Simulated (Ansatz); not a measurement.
**Worked example: the enthalpy of formation of BH3O3 (boric acid)**

BH3O3: 7 atoms, total charge 0, spin state singlet. As SMILES, `OB(O)O`. The coordinates come from a PBE0-D4/def2-TZVP relaxation.

```xyz
7

O    -1.3299   -0.2516    0.1845
B     0.0000    0.0000    0.0000
O     0.4303    1.2793   -0.2108
O     0.8997   -1.0276    0.0262
H    -1.5066   -1.1846    0.3226
H    -0.2927    1.9101   -0.2073
H     1.7993   -0.7255   -0.1152
```

Total energies at MP2/def2-SVPD, 4 core orbitals frozen (Ansatz 0.2.0); the atoms run unrestricted:

```tsv
species	state	energy (Eh)
BH3O3	singlet	-251.694022
O	triplet	-74.831553
B	doublet	-24.538580
H	doublet	-0.499278
```

Harmonic wavenumbers at PBE0-D4/def2-TZVP, in cm⁻¹: 428, 428, 442, 535, 535, 679, 886, 1019, 1019, 1019, 1480, 1480, 3903, 3903, 3904.

Measured heats of formation of the gaseous atoms at 298.15 K, in kJ/mol: O 249.2, B 570.3, H 218.0. Spin-orbit lowering of the atoms at 298 K (mean of the ground term's levels less their thermal mean, from spectra), in kJ/mol: O 0.40, B 0.00. Take 1 Eh = 2625.50 kJ/mol, 1 cm⁻¹ = 0.0119627 kJ/mol, RT = 2.479 kJ/mol.

**Question.** What heat of formation follows?

**Answer.** 
1. Electronic atomisation energy: 3 × (-74.831553) + (-24.538580) + 3 × (-0.499278) − (-251.694022) = 1.162949 Eh = 3053.3 kJ/mol.
2. Zero-point energy: half the sum of the wavenumbers, 10830 cm⁻¹ = 129.6 kJ/mol.
3. Thermal vibrational enthalpy, Σ hcν̃/(exp(hcν̃/kT) − 1): 4.0 kJ/mol. Translation, rotation and pV of a non-linear molecule: 4 RT = 9.9 kJ/mol.
4. The 7 free atoms carry 5/2 RT each: 43.4 kJ/mol.
5. Spin-orbit coupling lowers the free atoms by 3 × 0.40 + 0.00 = 1.2 kJ/mol.
6. Atomisation enthalpy at 298 K: 3053.3 − 1.2 − 129.6 − 4.0 − 9.9 + 43.4 = 2952.0 kJ/mol.
7. Sum of the atoms' heats of formation: 1971.9 kJ/mol. Heat of formation: 1971.9 − 2952.0 = -980.1 kJ/mol.

The tabulated value is -992.3 kJ/mol (NIST-JANAF tables; in doubt, as an older value, an estimate or one at odds with other calculations), so this level is off by +12.2 kJ/mol, or 0.4 % of the atomisation enthalpy that the table implies (2964.3 kJ/mol). Perturbation theory converges slowly with the basis for atomisation. A double-zeta basis underbinds. Anharmonicity and any spin-orbit splitting of the molecule are left out, and cores are frozen in the wave-function part.
